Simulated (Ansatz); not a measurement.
Computed with Ansatz.

A structure relaxed at PBE0-D4/def2-TZVP, charge 0, multiplicity 1:

Cartesian coordinates in Å:
```
C -1.831 0.353 0.246
N -0.646 0.046 1.021
Si 0.846 -0.441 0.343
P 1.447 1.133 -1.145
S 0.897 -2.312 -0.723
H -2.436 -0.532 0.014
H -1.541 0.812 -0.702
H -2.464 1.073 0.772
H -0.854 -0.308 1.943
H 1.767 -0.674 1.482
H 2.756 0.609 -1.295
H 1.818 2.085 -0.158
H 0.242 -1.844 -1.799
```

Task: Give its formula and SMILES.

Result: CH8NPSSi, `CN[SiH](P)S`.

Task: Point group (tolerance 0.08 Å, 0.16 Å for H)?

Result: C1.

Task: Summarise the bond lengths by kind.

Result: 1 × C–N 1.449 Å; 3 × C–H 1.093 to 1.097 Å; 1 × N–Si 1.710 Å; 1 × H–N 1.009 Å; 1 × P–Si 2.248 Å; 1 × S–Si 2.155 Å; 1 × H–Si 1.483 Å; 2 × H–P 1.418 to 1.420 Å; 1 × H–S 1.344 Å.
